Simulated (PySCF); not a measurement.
Si(Cl)(Br)(Me)(OH) (CH₄BrClOSi), SMILES C[Si](O)(Cl)Br. Atoms are numbered in the order given.

```xyz
9

C      2.0217     0.0866    -1.0507
Si     0.2050    -0.0252    -0.6855
O     -0.4604    -1.1686    -1.6953
Cl    -0.7191     1.8178    -0.9814
Br    -0.1388    -0.5917     1.4602
H      2.5049    -0.8939    -0.8705
H      2.4980     0.8456    -0.4007
H      2.1745     0.3748    -2.1099
H     -1.4122    -1.3384    -1.5779
```
Charge 0, spin multiplicity 1.

Geometry optimised at PBE-D3(BJ)/def2-SVP. The structure was generated by enumeration, and PubChem lists no compound with its InChIKey, so it may never have been made. The values are those of a single conformer.

All values below come from SMD-M06-2X/6-31G* (PySCF).

Solvation free energies are E(SMD) − E(gas) at the gas-phase geometry, for 1 M in both phases. Bromine has the revised SMD18 radius of 2.60 Å. In vacuum the dipole moment is 1.32 D.

Computed solvation free energies in water, benzene, dichloromethane:
```json
[
 {"solvent": "water", "ΔG(solv) (kcal/mol)": "-6.1", "its non-electrostatic (CDS) part": "2.0", "dipole (D)": "1.63"},
 {"solvent": "benzene", "ΔG(solv) (kcal/mol)": "-5.9", "its non-electrostatic (CDS) part": "-3.7", "dipole (D)": "1.52"},
 {"solvent": "dichloromethane", "ΔG(solv) (kcal/mol)": "-8.0", "its non-electrostatic (CDS) part": "-2.9", "dipole (D)": "1.68"}
]
```
